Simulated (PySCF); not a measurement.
Electric field gradients and quadrupole coupling constants

C2H4OS3Si.
Z-matrix (Å and degrees, GFN2-xTB geometry), rows numbered from 1:
```
O 
Si  1  1.6117
S   2  2.1514  1  106.42
S   2  2.1455  1  108.19  3  -125.61
C   4  1.7446  2   95.64  1  -112.92
C   5  1.3291  4  124.35  2    -3.38
S   6  1.7435  5  124.22  4    -0.07
H   1  0.9552  2  124.77  3   -20.13
H   3  1.3229  2   98.25  1   177.65
H   5  1.0762  4  113.63  2   176.76
H   6  1.0762  5  122.12  4  -179.73
```

Field gradients from the PBE0/pcSseg-1 density (PySCF, non-relativistic), principal values in atomic units, ordered |Vxx| ≤ |Vyy| ≤ |Vzz|:

```tsv
atom	Vxx	Vyy	Vzz
O1	-0.4248	-1.0784	1.5032
S3	0.2258	1.8057	-2.0315
S4	-0.0032	-1.8376	1.8408
S7	-0.0178	-1.8131	1.8309
```

Q: Find the asymmetry η = (Vxx − Vyy)/Vzz and the couplings χ = eQV/h (234.96 MHz × Q in barn × V in au), with Q(17O) = −0.0256 b, Q(33S) = −0.0678 b.

A: 
```csv
atom,environment,nucleus,η,χzz (MHz),χxx (MHz),χyy (MHz)
O1,silanol oxygen,17O,0.43,-9.04,2.56,6.49
S3,sulfur bonded to Si and H,33S,0.78,32.36,-3.60,-28.77
S4,sulfur bonded to C and Si,33S,1.00,-29.32,0.05,29.27
S7,sulfur bonded to C and Si,33S,0.98,-29.17,0.28,28.88
```

At S4 and S7 η is above 0.9: Vyy and Vzz are nearly equal in size and opposite in sign, so a small change could swap them and flip the sign of χzz. The tensor is traceless: Vxx + Vyy + Vzz = 0.

Q: What is Vzz at S7 in SI units (1 au = 9.71736 × 10²¹ V/m²)?

A: 1.8309 au = 17.792 × 10²¹ V/m².

Q: And the gradient at the other heavy atoms, for which no coupling is worked out here?

A: 
```
atom           environment  Vzz (au)     η
 Si2  oxygen-bound silicon    -0.258  0.48
  C5      alkene CH carbon    -0.244  0.35
  C6      alkene CH carbon    -0.243  0.35
```

Q: What couplings would deuterons (Q(2H) = 0.00286 b) have in place of the hydrogens, at this geometry?

A: 
| atom | bonded to | bond length (Å) | Vzz (au) | η | χzz (kHz) |
| --- | --- | --- | --- | --- | --- |
| H8 | O1 | 0.955 | 0.5026 | 0.06 | 338 |
| H9 | S3 | 1.323 | 0.2589 | 0.12 | 174 |
| H10 | C5 | 1.076 | 0.3359 | 0.10 | 226 |
| H11 | C6 | 1.076 | 0.3359 | 0.10 | 226 |

The structure is a single GFN2-xTB conformer in the gas phase; no vibrational or solvent corrections. GFN2-xTB bond lengths can be off by several hundredths of an ångström, more for odd bonds, and the gradients follow them. A larger basis could move these couplings by a tenth or more.
